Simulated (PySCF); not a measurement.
Question: Write a Z-matrix for `C=C[SiH2]N[SiH3]` as optimised with PBE0-D3(BJ)/def2-SVP.

Answer: 
Z-matrix in Å and degrees, rows numbered from 1:
```
C 
C   1  1.3378
Si  2  1.8704  1  122.25
N   3  1.7429  2  111.38  1    -2.52
Si  4  1.7393  3  128.79  2    99.75
H   1  1.0958  2  122.52  3   179.45
H   1  1.0968  2  121.01  3    -0.74
H   2  1.0989  1  118.41  3  -179.13
H   3  1.4975  2  108.76  1  -123.54
H   3  1.4946  2  110.43  1   117.56
H   4  1.0169  3  115.24  2   -80.66
H   5  1.4979  4  113.03  3   110.87
H   5  1.4921  4  107.46  3    -9.09
H   5  1.4973  4  111.09  3  -128.82
```

Si3 (SiH2 silicon) is tetrahedral (angles from 108.1° to 111.4°). Si5 (SiH3 silicon) is distorted tetrahedral (angles from 107.0° to 113.0°). Of the pairs four or more bonds apart, N4···H7 is among the closest relative to their van der Waals radii: 2.77 Å, 101 % of the sum of Bondi's values. N4 (nitrogen bridging silicon atoms) is planar (angles 128.8°, 116.0° and 115.2°, sum 360.0°, 0.00 Å off the plane of its three neighbours).

Theory: PBE0-D3(BJ)/def2-SVP geometry optimisation, gas phase (PySCF 2.14.0).

Point group: C1 (no symmetry element, even within 0.4 Å). Whether it is a minimum is left open (no frequencies). The numbers are those of one conformer (C1–C2–Si3–N4 -3°, C2–Si3–N4–Si5 100°).

On one thread of an Arm Neoverse N1, no GPU (shared host), this took 2.7 min of wall time and 0.52 GiB of memory at its peak. That covers the optimisation of the geometry.
